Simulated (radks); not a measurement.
Exchange energies: the exact (Fock) value of the Kohn-Sham orbitals and density-functional approximations, as 100 (|E| - |E exact|)/|E exact|, negative where the magnitude is too small. Species: Ba2+ [Xe]; In2+ [Kr] 4d10 5s1; Mo [Kr] 4d5 5s1. Calculated with a radial shooting solver on a logarithmic mesh with Libxc functionals: non-relativistic Kohn-Sham, exchange-only LDA, spin-polarised, spherical densities, point nucleus. Every spin shell is full or empty, so the densities are truly spherical. Functionals are evaluated on that one density, not self-consistently.

| functional | Ba2+ | In2+ | Mo |
|---|---|---|---|
| exact (hartree) | -188.708 | -153.215 | -119.645 |
| LDA | -4.65 | -4.89 | -5.15 |
| PBEsol | -2.19 | -2.27 | -2.35 |
| PW86 | -0.25 | -0.18 | -0.04 |
| OPTX | +1.33 | +1.23 | +1.08 |
| WC | -0.82 | -0.86 | -0.87 |
| AM05 | -4.35 | -4.55 | -4.77 |
| SOGGA | -2.20 | -2.29 | -2.37 |
| B86b | -0.02 | 0.00 | +0.07 |
| TPSS | -0.33 | -0.27 | -0.16 |
| revTPSS | -0.94 | -0.91 | -0.83 |
| r2SCAN | -0.14 | -0.09 | -0.03 |
| MS2 | -0.62 | -0.58 | -0.47 |
| Tao-Mo | -0.83 | -0.80 | -0.70 |
| TASK | -2.19 | -2.23 | -2.30 |
| MVS | +0.05 | +0.08 | +0.07 |
